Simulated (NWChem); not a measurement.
System: germanium monoxide (GeO, singlet); SMILES [O]=[Ge]

```xyz
2

Ge     0.0000     0.0000     0.3391
O      0.0000     0.0000    -1.2845
```
Atoms are numbered in this order, from 1.

Results from NWChem. Low-valent species are run as closed-shell singlets; no triplet was tried in these runs. Coordinates come from a PBE0/def2-SVP optimisation. GIAO values for the isolated, static molecule; σ is the absolute isotropic shielding, δ = σ(reference) − σ with the isolated reference molecule computed at the same levels (17O: water).

For level PBE0/x2c-SVPall-s, scalar ZORA without spin-orbit coupling:

```yaml
"σ Ge1 (ppm)": 964.8
```

### Question
Estimate the same quantities for level PBE/x2c-SVPall-s, scalar ZORA without spin-orbit coupling.

### Answer
| Item | Result |
|---|---|
| σ Ge1 (ppm) | 1000.2 |
